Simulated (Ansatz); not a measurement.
One change: `O[SiH]1NC1(F)F` becomes `FC1(F)N[SiH2]1`.

Ansatz, PBE0-D4/def2-TZVP geometries, multiplicity 1. Each molecule was computed in one conformer, which needn't be the lowest.

| property | `O[SiH]1NC1(F)F` |
| --- | --- |
| LUMO energy (B3LYP/def2-TZVPP) / eV | -0.12 |
| HOMO energy (ωB97M-V/def2-TZVPP) / eV | -10.15 |
| HOMO–LUMO gap (PBE/def2-TZVPP) / eV | 5.77 |
| HOMO–LUMO gap (B3LYP/def2-TZVPP) / eV | 7.59 |
| LUMO energy (PBE0/def2-TZVPP) / eV | 0.15 |
| LUMO energy (ωB97M-V/def2-TZVPP) / eV | 1.82 |

What does the change do to each property? (Estimate.)

Ansatz gave: 
| property | `FC1(F)N[SiH2]1` | shift |
| --- | --- | --- |
| LUMO energy (B3LYP/def2-TZVPP) / eV | -1.10 | -0.98 |
| HOMO energy (ωB97M-V/def2-TZVPP) / eV | -10.20 | -0.05 |
| HOMO–LUMO gap (PBE/def2-TZVPP) / eV | 4.92 | -0.85 |
| HOMO–LUMO gap (B3LYP/def2-TZVPP) / eV | 6.66 | -0.93 |
| LUMO energy (PBE0/def2-TZVPP) / eV | -0.85 | -1.00 |
| LUMO energy (ωB97M-V/def2-TZVPP) / eV | 0.89 | -0.93 |

With PBE0 the HOMO falls by 0.06 eV and the LUMO falls by 1.00 eV, so the gap narrows by about 0.94 eV. PBE moves the HOMO by -0.13 eV and ωB97M-V by -0.05 eV. The zero-point energy changes by -18.7 kJ/mol with -3 modes.

Positive LUMOs are unbound, so they and the gaps depend on the basis.

B3LYP here is the variant with VWN-RPA as its local correlation; programs differ in this.
